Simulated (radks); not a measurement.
Initial-state core-level shifts of neutral strontium when its valence configuration changes from [Kr] 5s2. Method: Dirac Kohn-Sham, PBE, spin-unpolarised, spherical densities, finite nucleus; open shells fill j = l - 1/2 first; Fermi nuclear charge, rms radius 4.224 fm; computed with a radial shooting solver on a logarithmic mesh with Libxc functionals. Shifts are changes of the shell-averaged eigenvalues in eV (positive: less bound); the change of the density at the nucleus, which sets a Mossbauer isomer shift, is in e/bohr^3, on a base of 6.099e+04.

| valence | 1s | 2s | 2p | 4s | density at nucleus |
|---|---|---|---|---|---|
| 4d0.5 5s1.5 | +0.559 | +0.628 | +0.623 | +0.610 | -3.446 |
| 4d1.5 5s0.5 | +1.095 | +1.272 | +1.258 | +1.260 | -9.262 |
| 5s1 5p1 | -1.301 | -1.301 | -1.300 | -1.273 | -5.000 |
| 5p2 | -2.508 | -2.509 | -2.506 | -2.448 | -10.702 |
| 4d1 5s1 | +0.904 | +1.031 | +1.021 | +1.011 | -6.479 |
| 4d0.5 5s0.5 5p1 | -0.607 | -0.528 | -0.533 | -0.533 | -8.496 |
| 4d2 | +1.180 | +1.402 | +1.385 | +1.403 | -11.904 |
